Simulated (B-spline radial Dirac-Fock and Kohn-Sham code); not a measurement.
## Dipole and non-dipole photoemission parameters of Se 2p3/2

System: the Se atom, [Ar] 3d10 4s2 4p4; threshold 1433.9 eV (tabulated edge). The computed values come from a radial atomic solver: Dirac-Hartree-Slater photoionisation with a Latter tail; cross sections with all multipoles, angular parameters from the dipole term and its interference with E2.

For linearly polarised light dσ/dΩ = σ/(4π) [1 + β P₂(cos θ) + (δ + γ cos²θ) sin θ cos φ], with θ from the polarisation vector and φ the angle between the beam and the projection of the electron momentum on the plane normal to the polarisation.

```csv
hν (eV),σ (kb),β,γ,δ
1490,393,0.795,-0.141,0.012
2984.4,63.3,1.464,0.452,0.036
3300,47.4,1.449,0.558,0.041
4000,27.0,1.405,0.756,0.052
4570,18.1,1.365,0.887,0.061
5530,10.1,1.296,1.066,0.076
6370,6.51,1.238,1.194,0.091
8430,2.66,1.110,1.422,0.127
9460,1.83,1.053,1.506,0.145
13800,?,?,?,?
15000,0.390,0.815,1.792,0.240
```

Q: Give the values at 13800 eV.

A: σ = 0.519 kb, β = 0.859, γ = 1.747, δ = 0.220.
